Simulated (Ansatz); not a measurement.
The same path of a periodic cell of 17 atoms, Si (host Si, host structure diamond, interstitial Si) was run twice with different band settings. Lost on the way: Si6–Si17. Made: Si9–Si17.

Level of theory: DFT LDA, scalar-relativistic, plane waves, PAW in Ansatz 0.2.0. Settings: PAW set soft_1, cutoff 420 eV, k mesh 2x2x2, fermi-dirac smearing 0.02 eV, no spin polarisation.

Relaxed end points:

```xyz
17
Lattice="0.0000 5.4300 5.4300 5.4300 0.0000 5.4300 5.4300 5.4300 0.0000" Properties=species:S:1:pos:R:3
Si 0.040 -0.001 0.001
Si 1.357 1.362 1.366
Si 2.717 2.680 0.001
Si 4.097 4.051 1.378
Si 2.717 -0.001 2.684
Si 4.098 1.377 4.053
Si 5.432 2.714 2.715
Si 6.768 4.050 4.053
Si 0.002 2.714 2.716
Si 1.357 4.064 4.068
Si 2.717 5.429 2.749
Si 4.081 6.790 4.069
Si 2.718 2.746 5.431
Si 4.080 4.067 6.793
Si 5.399 5.429 5.431
Si 6.769 6.806 6.808
Si 8.149 5.428 5.431
```

```xyz
17
Lattice="0.0000 5.4300 5.4300 5.4300 0.0000 5.4300 5.4300 5.4300 0.0000" Properties=species:S:1:pos:R:3
Si -0.004 0.004 -0.004
Si 1.356 1.324 1.358
Si 2.733 2.696 -0.021
Si 4.106 4.072 1.357
Si 2.718 0.005 2.719
Si 4.073 1.358 4.073
Si 5.425 2.711 2.718
Si 6.785 4.075 4.037
Si -0.023 2.695 2.735
Si 1.356 4.072 4.106
Si 2.732 5.449 2.732
Si 4.066 6.789 4.069
Si 2.718 2.711 5.425
Si 4.036 4.074 6.786
Si 5.404 5.454 5.405
Si 6.785 6.822 6.785
Si 6.782 4.074 6.784
```

Common settings: climbing image yes; force threshold 0.05 eV/Å; end points relaxed.

| run | movable images | spring | optimiser | start path | iteration limit |
| --- | --- | --- | --- | --- | --- |
| 1 | 5 | 1.0 eV/Å² | lbfgs | straight line | 60 |
| 2 | 3 | 50.0 eV/Å² | fire | default | 50 |

**Question.** What does each run give, and how far can it be trusted?

**Answer.** Run 1: converged after 16 iterations, highest image 0.314 eV above the first end. By the program's own check the climbing image is of a kind that is not told: the force calls were inconclusive, a negative curvature could not be distinguished from the path's own, the only one lies far off the path, or fixed occupations may fill a level only in part (lowest curvatures found: -0.04 and 0.63 eV/Å²).
Run 2: converged after 33 iterations, highest image 0.314 eV above the first end. The order of the stationary point at the top wasn't checked.
Limits of this set-up: coarse k mesh, PAW files made for another functional.
